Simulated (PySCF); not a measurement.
## Two-photon absorption: SMILES C(/OC(C)=O)=C/C(F)F, C$_{5}$H$_{6}$F$_{2}$O$_{2}$

Cartesian coordinates in Å; atom numbers follow the order of the lines, from 1:
```xyz
15

C    -2.695    0.398    0.003
C    -1.648   -0.653   -0.203
O    -1.830   -1.794   -0.512
O    -0.409   -0.125    0.014
C     0.674   -0.942   -0.129
C     1.914   -0.514    0.062
C     2.250    0.891    0.449
F     3.073    1.461   -0.470
F     2.937    0.917    1.621
H    -3.679   -0.027   -0.170
H    -2.520    1.225   -0.683
H    -2.629    0.783    1.018
H     0.441   -1.963   -0.408
H     2.749   -1.183   -0.058
H     1.367    1.536    0.559
```

The calculation used TDDFT B3LYP/def2-SVPD excited states, vertical, gas phase in PySCF 2.14.0. Geometry: GFN2-xTB.

Singlets 5 and 6 lie within 0.01 eV of each other, so their separate moments and overlaps can depend on how they mix.

(1) Give the one- and two-photon strengths of the lowest singlets.

Answers

(1) δ for parallel linear polarisation; σ at the peak of a Lorentzian of half width 0.1 eV, single beam; Ω is circular over linear.
```csv
state,E (eV),f,photon λ (nm),δ (au),σ (GM),Ω,main
S1,5.67,0.001,438,0.15,0.00,1.50,"HOMO−1→LUMO 0.89, HOMO−1→LUMO+1 0.10"
S2,6.10,0.362,407,298,4.06,0.70,HOMO→LUMO 0.91
S3,7.07,0.016,351,2.73,0.05,1.50,HOMO→LUMO+2 0.95
S4,7.10,0.000,349,0.77,0.01,1.50,HOMO−2→LUMO 0.90
S5,7.21,0.001,344,0.13,0.00,0.92,"HOMO−1→LUMO+1 0.86, HOMO−1→LUMO 0.10"
```

Among these, the strongest one-photon state is S2, the strongest two-photon state S2, with a dipole change of 5.6 D (relaxed, norm of the difference vector).
